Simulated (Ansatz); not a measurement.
Ansatz (a first-principles code) input (CAM-B3LYP/def2-TZVPD):

Ansatz 0.2 input:
```yaml
crystal:
  periodic: [false, false, false]
  atoms:
    - {symbol: S, position_ang: [1.36780244, -1.15278601, -0.21973083]}
    - {symbol: B, position_ang: [-0.00608263, 0.01046596, -0.00319394]}
    - {symbol: S, position_ang: [-1.24050135, -0.32904221, 1.27303468]}
    - {symbol: S, position_ang: [0.00742123, 1.43148547, -1.12431767]}
    - {symbol: H, position_ang: [1.01360279, -2.01747746, 0.74584042]}
    - {symbol: H, position_ang: [-2.03097523, 0.74026923, 1.08513006]}
    - {symbol: H, position_ang: [-1.10777149, 2.03036238, -0.67877974]}
basis:
  gaussian:
    orbitals: def2-TZVPD
hamiltonian:
  xc: {name: CAM-B3LYP}
magnetization: {spin_polarized: true, initial_magnetization: 2}
```

Output:

```
Functional definition: CAM-B3LYP
integrals: 0.20 GiB planned
1206 factors; their error is unknown
integrals: 0.23 GiB planned
412 factors; integrals over basis functions are off by at most 6.6e-5 eV
0.33 GiB of the device are held for the grids
1.57 GiB of device memory are held for the factors and their scratch space
mean field: 1.13 GiB planned
mean field evaluation 1: about -33228.1174 eV, gradient 1.8e1 eV
mean field evaluation 2: about -33228.2456 eV, gradient 1.9e1 eV
mean field evaluation 4: about -33230.2112 eV, gradient 9.0e-1 eV
mean field evaluation 8: about -33230.2192 eV, gradient 1.1e-1 eV
mean field evaluation 16: about -33230.2795 eV, gradient 2.5e-2 eV
mean field evaluation 32: about -33230.2797 eV, gradient 1.1e-5 eV
mean field -33230.27966030 eV, -1221.1902532235 hartree, gradient 2.1e-6 eV, S^2 2.011155; 5 other end points of the search recorded, 0 dependent functions left out
reference -33230.27980395 eV, -1221.1902585025 hartree; 29, 27 occupied and 173, 175 virtual orbitals, 1206 factors
Total energy: -33230.27980395 eV, -1221.1902585025 hartree
```

This state (charge 0, triplet) is run at the relaxed geometry of the species with charge 0 and multiplicity 1, and is a spin state other than that species' own.
